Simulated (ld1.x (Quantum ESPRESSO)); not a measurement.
## What the settings do to the PAW potential of H (Z = 1)

Base potential:

- Element: H (Z = 1)
- Generator: ld1.x (Quantum ESPRESSO) 7.5
- Type: PAW
- Functional: PBE
- Relativity: scalar-relativistic
- Frozen core: none
- Valence charge: 1
- Reference configuration: 1s1
- Partial waves: 1s (bound): rcut 0.90, rcutus 1.20 bohr; 1s channel at 0.65 Ry: rcut 0.90, rcutus 1.20 bohr
- Local potential: all-electron potential smoothed inside 1.05 bohr (lloc = -1)
- Core correction: none
- Augmentation charge: GAUSS, radius 0.80 bohr

Cutoffs, loose and tight: the cutoffs (Ry, on a coarse ladder) from which the occupation-weighted sum of valence levels, in a spherical-Bessel basis at the reference potential, stays within 10 and 1 mRy of its value at 400 Ry. They do not see the model core or the augmentation charge, which bear on the density cutoff. Test errors are all-electron minus pseudo excitation energies from the reference, over the configurations 1s0.5. A dash means not determined; rows that change the core or the reference have their own tests.

| change | outcome | cutoff, loose | cutoff, tight | bound ghosts |
| --- | --- | --- | --- | --- |
| base | generated | 15 Ry | 30 Ry | none |
| waves 1s (bound): rcut 0.76, rcutus 0.80 bohr; 1s channel at 0.65 Ry: rcut 0.76, rcutus 0.80 bohr | generated | 25 Ry | 50 Ry | none |
| waves 1s (bound): rcut 0.86, rcutus 0.92 bohr; 1s channel at 0.65 Ry: rcut 0.86, rcutus 0.92 bohr | generated | 21 Ry | 40 Ry | none |
| waves 1s (bound): rcut 0.90, rcutus 1.04 bohr; 1s channel at 0.65 Ry: rcut 0.90, rcutus 1.04 bohr | generated | 18 Ry | 35 Ry | none |
| waves 1s (bound): rcut 0.90, rcutus 1.18 bohr; 1s channel at 0.65 Ry: rcut 0.90, rcutus 1.18 bohr | generated | 15 Ry | 30 Ry | none |
| waves 1s (bound): rcut 0.90, rcutus 1.26 bohr; 1s channel at 0.65 Ry: rcut 0.90, rcutus 1.26 bohr | generated | 15 Ry | 25 Ry | none |
| waves 1s (bound): rcut 0.90, rcutus 1.42 bohr; 1s channel at 0.65 Ry: rcut 0.90, rcutus 1.42 bohr | generated | 12 Ry | 18 Ry | none |
| waves 1s (bound): rcut 0.90, rcutus 1.70 bohr; 1s channel at 0.65 Ry: rcut 0.90, rcutus 1.70 bohr | generated | 10 Ry | 15 Ry | none |
| waves 1s (bound): rcut 0.90, rcutus 1.84 bohr; 1s channel at 0.65 Ry: rcut 0.90, rcutus 1.84 bohr | generated | 8 Ry | 12 Ry | none |

Question: What comes out with this change to the base: waves 1s (bound): rcut 0.90, rcutus 1.50 bohr; 1s channel at 0.65 Ry: rcut 0.90, rcutus 1.50 bohr?

Answer: outcome: generated; cutoff, loose: 15 Ry; cutoff, tight: 18 Ry; bound ghosts: none.

Reading the sweep of the s radius (base included, trends over the rows without a ghost): The loose cutoff falls from 25 Ry at 0.8 to 8 Ry at 1.84 bohr, with one reversal. A larger radius leaves more room for a smooth pseudo-wave, so fewer plane waves are needed; a smaller one forces it to follow the all-electron wave where it bends sharply.
